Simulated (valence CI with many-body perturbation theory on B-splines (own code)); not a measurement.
Energy levels of Yb65+

Calculated by configuration interaction combined with many-body perturbation theory (CI+MBPT): three valence electrons over a frozen Dirac-Fock core [He], a basis of 9 s, 9 p, 8 d, 6 f, 3 g, 1 h functions for each j, with the one-electron correlation potential Σ1, the two-electron term Σ2, the three-electron term Σ3, Breit, model QED; selected CI, second order for the rest, scaled by the run's own slope (own B-spline code, finite nucleus).

The last digits are not significant, and no measured levels were compared; by estimate large intervals hold to a few tenths of a per cent, small ones and those within an open d or f shell to about a per cent.

Levels 1 to 42 of 42, with energies above the lowest level, (2s^2 2p1/2) J=1/2. "Leading %" is the weight of the configuration and term that name the level; weights of strongly mixed levels are sums over their largest components and can fall short, so below about 35 % the name and the second component can differ from the true leading terms, or belong to a minority configuration. In the jj column 3d3/2^4 stands for four electrons in 3d with j = 3/2. Lifetimes count E1, E2, E3, M1 and M2 decay at the calculated energies, and are blank where another channel may lead or the interval is too uncertain; long ones can be off by a factor of two.

```csv
No.,Configuration,Term,J,E (Ry),Leading %,Lifetime,Second component,Leading jj
1,2s²2p,²P°,1/2,0.00,100,,,2s^2 2p1/2 (100 %)
2,2s2p²,⁴P,1/2,18.13,50,47.1 ps,31 % 2s2p² ²S,2s 2p1/2^2 (100 %)
3,2s²2p,²P°,3/2,83.51,99,39.3 ps,,2s^2 2p3/2 (99 %)
4,2s2p²,⁴P,3/2,96.23,90,16.1 ps,7 % 2s2p² ²D,2s 2p1/2 2p3/2 (100 %)
5,2s2p²,²D,5/2,99.13,63,130 ps,37 % 2s2p² ⁴P,2s 2p1/2 2p3/2 (100 %)
6,2s2p²,²P,1/2,104.07,69,132 fs,31 % 2s2p² ⁴P,2s 2p1/2 2p3/2 (100 %)
7,2s2p²,²D,3/2,104.22,62,147 fs,37 % 2s2p² ²P,2s 2p1/2 2p3/2 (100 %)
8,2p³,²P°,3/2,123.10,48,194 fs,27 % 2p³ ²D°,2p1/2^2 2p3/2 (99 %)
9,2s2p²,⁴P,5/2,181.05,63,648 fs,37 % 2s2p² ²D,2s 2p3/2^2 (100 %)
10,2s2p²,²S,1/2,188.54,68,167 fs,19 % 2s2p² ⁴P,2s 2p3/2^2 (100 %)
11,2s2p²,²P,3/2,188.59,60,90.9 fs,31 % 2s2p² ²D,2s 2p3/2^2 (100 %)
12,2p³,⁴S°,3/2,203.25,55,95.2 fs,45 % 2p³ ²D°,2p1/2 2p3/2^2 (100 %)
13,2p³,²D°,5/2,204.90,100,102 fs,,2p1/2 2p3/2^2 (100 %)
14,2p³,²P°,1/2,208.83,100,87.5 fs,,2p1/2 2p3/2^2 (100 %)
15,2p³,²P°,3/2,289.76,52,63.6 fs,28 % 2p³ ²D°,2p3/2^3 (100 %)
16,2s²3s,²S,1/2,686.43,98,4.43 fs,,2s^2 3s (98 %)
17,2s²3p,²P°,1/2,692.47,96,116 fs,,2s^2 3p1/2 (96 %)
18,2s2p3s,⁴P°,1/2,698.54,85,4.96 fs,13 % 2s2p3s ²P°,2s 2p1/2 3s (98 %)
19,2s2p3s,⁴P°,3/2,700.48,59,4.43 fs,40 % 2s2p3s ²P°,2s 2p1/2 3s (99 %)
20,2s2p3s,²P°,1/2,702.58,95,5.82 fs,4 % 2s2p3s ⁴P°,2s 2p1/2 3s (99 %)
21,2s2p3p,⁴D,1/2,703.64,72,6.32 fs,20 % 2s2p3p ²P,2s 2p1/2 3p1/2 (100 %)
22,2s2p3p,⁴D,3/2,705.64,40,2.45 fs,33 % 2s2p3p ²D,2s 2p1/2 3p1/2 (100 %)
23,2s2p3p,⁴P,1/2,708.70,46,4.86 fs,30 % 2s2p3p ²S,2s 2p1/2 3p1/2 (99 %)
24,2s²3p,²P°,3/2,717.16,98,80.0 fs,,2s^2 3p3/2 (98 %)
25,2p²3s,⁴P,1/2,720.33,44,5.42 fs,30 % 2p²3s ²S,2p1/2^2 3s (95 %)
26,2s²3d,²D,3/2,721.24,98,717 as,,2s^2 3d3/2 (98 %)
27,2p²3p,²P°,1/2,725.19,45,1.28 fs,37 % 2p²3p ⁴D°,2p1/2^2 3p1/2 (96 %)
28,2s²3d,²D,5/2,727.87,95,805 as,,2s^2 3d5/2 (95 %)
29,2s2p3p,⁴P,3/2,729.14,31,6.80 fs,27 % 2s2p3p ⁴D,2s 2p1/2 3p3/2 (100 %)
30,2s2p3p,⁴D,5/2,731.46,42,17.9 fs,38 % 2s2p3p ²D,2s 2p1/2 3p3/2 (96 %)
31,2s2p3p,²D,3/2,731.65,43,3.04 fs,24 % 2s2p3p ²P,2s 2p1/2 3p3/2 (100 %)
32,2s2p3p,²P,1/2,732.07,43,2.00 fs,19 % 2s2p3p ²S,2s 2p1/2 3p3/2 (96 %)
33,2s2p3d,⁴F°,3/2,732.36,70,2.83 fs,13 % 2s2p3d ²D°,2s 2p1/2 3d3/2 (100 %)
34,2s2p3d,⁴F°,5/2,734.54,42,4.15 fs,32 % 2s2p3d ²F°,2s 2p1/2 3d3/2 (98 %)
35,2s2p3d,²P°,3/2,735.84,30,595 as,24 % 2s2p3d ⁴D°,2s 2p1/2 3d3/2 (98 %)
36,2s2p3d,⁴D°,1/2,736.16,53,635 as,39 % 2s2p3d ²P°,2s 2p1/2 3d3/2 (98 %)
37,2s2p3d,⁴P°,5/2,739.86,34,783 as,30 % 2s2p3d ⁴D°,2s 2p1/2 3d5/2 (99 %)
38,2s2p3d,²F°,7/2,741.91,40,805 as,37 % 2s2p3d ⁴F°,2s 2p1/2 3d5/2 (100 %)
39,2s2p3d,²F°,5/2,742.75,48,809 as,24 % 2s2p3d ²D°,2s 2p1/2 3d5/2 (99 %)
40,2s2p3d,²P°,3/2,742.80,39,814 as,32 % 2s2p3d ²D°,2s 2p1/2 3d5/2 (96 %)
41,2p²3p,²P°,3/2,751.00,34,2.82 fs,19 % 2p²3p ⁴D°,2p1/2^2 3p3/2 (96 %)
42,2p²3d,²D,3/2,754.00,42,4.25 fs,32 % 2p²3d ⁴F,2p1/2^2 3d3/2 (98 %)
```

The ionisation energy to 2s² ¹S0 of the next ion comes out as 16566 eV (NIST: 16570 ± 30 eV (theoretical)). All 42 levels together are meant to be complete up to 760.92 Ry.
